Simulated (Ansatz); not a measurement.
## Telling isomers of H8N2Si2 apart by their spectra

These gas-phase data were calculated for one isomer of H8N2Si2 at PBE0-D4/def2-SVP (harmonic, unscaled wavenumbers; equilibrium rotational constants with average atomic masses):

* rotational constants: 13.95, 1.835, 1.754 GHz
* all wavenumbers above 1500 cm⁻¹: 3722, 3617, 3602, 2249, 2220, 2214, 2203, 2202, 1538

Candidates:

(1) `N[SiH2]N[SiH3]`, a singlet
(2) `N[SiH](N)[SiH3]`, a singlet

Question: Assign the data to one candidate and say why.

Answer: Candidate (1). 3 modes lie between 3250 and 3800 cm⁻¹, one for each N–H bond, while (2) has 4.

The same quantities for all candidates:

|  | rotational constants (GHz) | wavenumbers above 1500 cm⁻¹ | E above the lowest, PBE0-D4/def2-SVP (kcal/mol) |
| --- | --- | --- | --- |
| (1) | 13.95, 1.835, 1.754 | 3722, 3617, 3602, 2249, 2220, 2214, 2203, 2202, 1538 | 0.0 |
| (2) | 5.786, 2.734, 2.091 | 3721, 3711, 3615, 3603, 2214, 2208, 2199, 2165, 1539, 1534 | 11.3 |

Harmonic stretches to hydrogen usually lie a few per cent above observed fundamentals. Each candidate is one conformer. Programs: Ansatz 0.2.0.
